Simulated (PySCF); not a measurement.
CH2BNO, SMILES N(=C=O)B.

Geometry optimised at B3LYP-D3(BJ)/def2-SVP.

The numbers are results of CAM-B3LYP/def2-TZVPD in PySCF, not measurements.

```yaml
total_energy: -194.14769 hartree
point_group: C2v
highest_occupied_level: -9.71 eV
lowest_empty_level: -0.95 eV
orbital_gap: 8.76 eV
dipole_moment: 1.26 D
quadrupole, principal values (traceless, Buckingham form, about the centre of nuclear charge): -4.61, 1.05, 3.56 D·Å
mean_static_polarisability: 38.7 bohr³ (5.73 Å³)
polarisability_principal_values: 24.8, 28.5, 62.8 bohr³
```
